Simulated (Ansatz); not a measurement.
Start from `CC[N](CC)[Ti]([Cl])([O]C)[O]C` and change one atom or group to get `C[O][Ti]([Cl])([O]C)[O]C`.

Ansatz, PBE0-D4/def2-TZVP geometries, multiplicity 1. Each molecule was computed in one conformer, which needn't be the lowest.

Scalar relativity is left out up to krypton.

| property | `CC[N](CC)[Ti]([Cl])([O]C)[O]C` |
| --- | --- |
| size of the dipole moment (B3LYP/def2-TZVPP) / D | 3.88 |
| HOMO–LUMO gap (ωB97M-V/def2-TZVPP) / eV | 9.86 |
| size of the dipole moment (PBE/def2-TZVPP) / D | 3.87 |
| size of the dipole moment (ωB97M-V/def2-TZVPP) / D | 3.85 |
| HOMO–LUMO gap (PBE/def2-TZVPP) / eV | 3.24 |
| HOMO energy (ωB97M-V/def2-TZVPP) / eV | -8.81 |

(1) What does the change do to each property? (Estimate.)

## Answers

(1) The calculation gave: 
| property | `C[O][Ti]([Cl])([O]C)[O]C` | shift |
| --- | --- | --- |
| size of the dipole moment (B3LYP/def2-TZVPP) / D | 4.01 | 0.13 |
| HOMO–LUMO gap (ωB97M-V/def2-TZVPP) / eV | 11.29 | 1.43 |
| size of the dipole moment (PBE/def2-TZVPP) / D | 4.03 | 0.16 |
| size of the dipole moment (ωB97M-V/def2-TZVPP) / D | 4.00 | 0.15 |
| HOMO–LUMO gap (PBE/def2-TZVPP) / eV | 4.47 | 1.23 |
| HOMO energy (ωB97M-V/def2-TZVPP) / eV | -10.37 | -1.56 |

With PBE0 the HOMO falls by 1.53 eV and the LUMO falls by 0.15 eV, so the gap widens by about 1.38 eV. PBE moves the HOMO by -1.33 eV and ωB97M-V by -1.56 eV. Dipoles are sizes alone; their direction can turn.

B3LYP here is the variant with VWN-RPA as its local correlation; programs differ in this.
